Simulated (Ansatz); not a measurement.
Coupled-cluster diagnostics for Ga(NH2)3 (GaN₃H₆), Ansatz.

Geometry of the singlet (PBE0-D4/def2-SVP):

```xyz
10

Ga    0.0010   -0.0261   -0.0351
N     1.2627   -1.0868    0.7307
H     1.0380   -1.7805    1.4313
H     2.2383   -0.8250    0.7772
N     0.5055    1.3457   -1.1159
H    -0.1474    2.0420   -1.4499
H     1.4544    1.6945   -1.1431
N    -1.7599   -0.4453    0.1351
H    -2.0959   -1.1006    0.8282
H    -2.4967    0.1820   -0.1585
```

Correlated methods freeze 12 core orbitals; core or outer-core shells of Ga are correlated, in sets that lack core-valence functions.

Task: Estimate the CCSD(T) correlation energy, the shares of MP2 and (T), T1 and the reference's ⟨S²⟩ for: charge 0, singlet, own geometry in def2-TZVPP; and the rough time on 4 threads of Arm Neoverse V2 on a shared host.

Result: 
```json
{"state": "charge 0, singlet, own geometry", "basis": "def2-TZVPP", "correlation (eV)": "-25.317", "MP2 share (%)": "94.7", "(T) share (%)": "3.8", "T1": "0.012", "⟨S²⟩ (pure)": "0.00 (0.00)", "wall time": "3.7 min"}
```
Customary marks for T1 are 0.02 (closed shells), 0.045 (open shells) and about 0.05 (3d metals). T1 stays under 0.02 throughout.
